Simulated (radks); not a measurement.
Problem. Excited configurations of Br: one electron is placed in a higher orbital outside [Ar] 3d10 4s2 4p4. The ground configuration is [Ar] 3d10 4s2 4p5. Method: scalar-relativistic Kohn-Sham, SCAN, spin-polarised, spherical densities, finite nucleus; open shells are filled with parallel spins first; meta-GGA in the generalised Kohn-Sham scheme; Fermi nuclear charge, rms radius 4.1629 fm; computed with a radial shooting solver on a logarithmic mesh with Libxc functionals. Excitation = E - E(ground); binding = E(ion) - E, where the ion is the core of charge +1; n* = 1/sqrt(2 binding) in atomic units, and the quantum defect is n - n*.

outer orbital  excitation (eV)  binding (eV)     n*  quantum defect  eigenvalue (eV)  <r> (bohr)
6p                      10.702         1.270  3.274           2.726           -0.785       16.06
6d                      11.216         0.755  4.245           1.755           -0.447       26.19

Estimate the row for 7d.

Solution. excitation (eV) 11.452; binding (eV) 0.519; n* 5.119; quantum defect 1.881; eigenvalue (eV) -0.326; <r> (bohr) 40.05. The Delta-SCF ionisation energy is 11.971 eV (NIST Atomic Spectra Database: 11.814 eV, measured). Self-interaction in the functional shifts the binding energies and quantum defects, so they are the method's values and not measured ones. Open shells are spherical and high-spin; term and fine-structure splittings are not resolved.
